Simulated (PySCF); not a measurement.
BCl₂GeH₂ (calculated)

Calculation on a computer-drawn molecule: the log of a Hartree-Fock and frozen-core CCSD(T) single point meant for a local Hartree-Fock minimum, with one planted fault or none, to be diagnosed. Offsets are logged minus clean, where the clean run is the same molecule without the fault. The reference is restricted for singlets and unrestricted otherwise, and also for a bond in bohr or an excited solution. Adding or removing an electron swaps singlet and doublet. The excited solution moves the top pair (singlet) or top alpha electron (doublet) to the lowest empty orbital. Highest occupied and lowest empty are orbital energies over both spins, largest force is the largest gradient component, triples share is (T) over the correlation energy, the T1 limit is 0.02 restricted and 0.045 unrestricted, electrons count all cores, a negative frequency is imaginary (commonest isotopes), and the dipole is about the centre of nuclear charge; on germanium a core potential holds 10 electrons, which the energies leave out, and 3d is frozen in MP2 and coupled-cluster steps. Program: PySCF 2.14.0.

Common to all runs: meant charge 1; meant multiplicity 1; meant basis cc-pV(D+d)Z; meant basis and core potential on germanium cc-pVDZ-PP ECP10MDF; logged basis functions 93; logged SCF converged yes; logged CC converged yes; logged SCF stable within its kind yes; possible faults no fault, one electron removed, one electron added, multiplicity raised by two, geometry at a saddle point, SCF held on an excited solution, minimal basis STO-3G, one bond length entered in bohr, all coordinates scaled.

(1) 
```xyz
6
formula=BCl2GeH2 logged_electrons=72 logged_spin_squared=0 logged_highest_occupied=-16.731 logged_lowest_empty=-4.9004 logged_largest_force=0.041192 logged_T1_diagnostic=0.017311 logged_D1_diagnostic=0.050079 logged_triples_share=0.03228 logged_dipole_magnitude=5.4742 logged_energy_HF=-1237.99155 logged_energy_CCSD(T)=-1238.48293 planted_fault=all_coordinates_scaled,by_+4.2_% HF_energy_offset_from_clean_run=6.194 CCSD(T)_energy_offset_from_clean_run=4.193
Cl    -2.4698     1.5188    -3.6272
B     -2.0673     1.1104    -2.0394
Ge    -1.5711     0.6661     0.1072
Cl    -2.2748     2.5503     1.0369
H     -0.0051     0.5179     0.1429
H     -2.4664    -0.5709     0.4865
```

Units: logged_highest_occupied, logged_lowest_empty in eV; logged_largest_force in hartree/bohr; logged_dipole_magnitude in debye; logged_energy_HF, logged_energy_CCSD(T) in hartree; HF_energy_offset_from_clean_run, CCSD(T)_energy_offset_from_clean_run in kcal/mol.

Drawn bonds:
```tsv
atom	other atom	order
1	2	1
2	3	1
3	4	1
3	5	1
3	6	1
```

(2) 
```xyz
6
formula=BCl2GeH2 logged_electrons=71 logged_spin_squared=0.7598 logged_highest_occupied=-23.806 logged_lowest_empty=-13.525 logged_largest_force=0.061217 logged_T1_diagnostic=0.026605 logged_D1_diagnostic=0.13188 logged_triples_share=0.033147 logged_dipole_magnitude=0.29157 logged_energy_HF=-1237.44496 logged_energy_CCSD(T)=-1237.91149 planted_fault=one_electron_removed HF_energy_offset_from_clean_run=349.2 CCSD(T)_energy_offset_from_clean_run=362.8
Cl    -2.3703     1.4576    -3.4810
B     -1.9840     1.0656    -1.9572
Ge    -1.5078     0.6392     0.1029
Cl    -2.1831     2.4475     0.9952
H     -0.0049     0.4971     0.1371
H     -2.3670    -0.5479     0.4669
```

Units: logged_highest_occupied, logged_lowest_empty in eV; logged_largest_force in hartree/bohr; logged_dipole_magnitude in debye; logged_energy_HF, logged_energy_CCSD(T) in hartree; HF_energy_offset_from_clean_run, CCSD(T)_energy_offset_from_clean_run in kcal/mol.

Drawn bonds:
```tsv
atom	other atom	order
1	2	1
2	3	1
3	4	1
3	5	1
3	6	1
```
